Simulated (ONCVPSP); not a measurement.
**manganese, ONCV: configuration errors across variants**

| Property | Result |
| --- | --- |
| Element | Mn |
| Generator | ONCVPSP 4.0.1 |
| Type | optimised norm-conserving Vanderbilt (ONCV) |
| Functional | PBEsol |
| Relativity | non-relativistic |
| Frozen core | [Ar] |
| Valence charge | 7 |
| Reference configuration | 3d5 4s2 |
| Partial waves | 4s: rc 1.90 bohr, ncon 3, nbas 7, qcut 3.5 1/bohr, 2 projectors, debl 2.1 Ha; p scattering state at 0.4 Ha: rc 1.95 bohr, ncon 3, nbas 7, qcut 4.6 1/bohr, 2 projectors, debl 2.6 Ha; 3d: rc 1.60 bohr, ncon 3, nbas 8, qcut 10.3 1/bohr, 2 projectors, debl 4 Ha |
| Local potential | polynomial inside 1.15 bohr (lpopt 2, dvloc0 1 Ha) |
| Core correction | polynomial model core, fcfact 0.65 |

All-electron excitation energies from the reference (eV): (1) 3d5 4s1 8.321; (2) 3d5 4s0 23.649; (3) 3d4 4s0 56.329; (4) 3d6 4s0 6.370.

1 further variants failed, have other tests or too few solved ones, and are left out.

Errors AE − PS in meV (a dash: test not solved or not reliable):

```tsv
change	(1)	(2)	(3)	(4)	bound ghosts	GHOST(+) flags above zero
base	-7.1	-43	-155	-199	none	s, p
s: nbas 6	-7.1	-44	-155	-199	none	s, p
local potential polynomial inside 1.20 bohr (lpopt 2, dvloc0 0 Ha)	-6.6	-43	-155	-199	none	s, p
core correction none	-3.8	+32	+148	-139	none	s, p
all radii but the core radius scaled by about 1.10 (s 2.10, p 2.16, d 1.76 bohr); local potential polynomial inside 1.26 bohr (lpopt 2, dvloc0 1 Ha)	-6.3	-40	-123	-190	none	s, p
```

Question: Give the same row for: d: qcut 8.6.

Answer: -6.1, -38, -136, -163; bound ghosts: none; GHOST(+) flags above zero: s, p.
